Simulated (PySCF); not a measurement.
C2H5FSi2, SMILES C#C[Si@@H](F)[SiH3]. Heavy atoms are numbered as in [CH:1]#[C:2][Si@@H:3]([F:4])[SiH3:5]. Hydrogens are named by the atom that carries them.

Geometry optimised at B3LYP-D3(BJ)/def2-SVP. The structure was generated by enumeration; whether it is a known compound was not checked.

Level of theory: PBE0/pcSseg-1 run with PySCF.

GIAO shieldings, no solvent; atoms alike by connectivity are averaged. δ = σ(ref) − σ: ¹³C against TMS (σ = 186.3 ppm); ²⁹Si against TMS (σ = 352.7 ppm); ¹⁹F against CFCl3 (σ = 167.2 ppm); ¹H against TMS (σ = 31.56 ppm), references at their B3LYP-D3(BJ)/def2-TZVP geometries, non-relativistic.

```csv
nucleus,atoms,count,δ (ppm)
¹³C,C1 (CH),1,112.1
¹³C,C2,1,88.0
²⁹Si,Si3 (SiH),1,-6.4
²⁹Si,Si5 (SiH3),1,-104.4
¹⁹F,F4,1,-222.9
¹H,H on Si3,1,5.83
¹H,H on Si5,3,3.79
¹H,H on C1,1,3.12
```
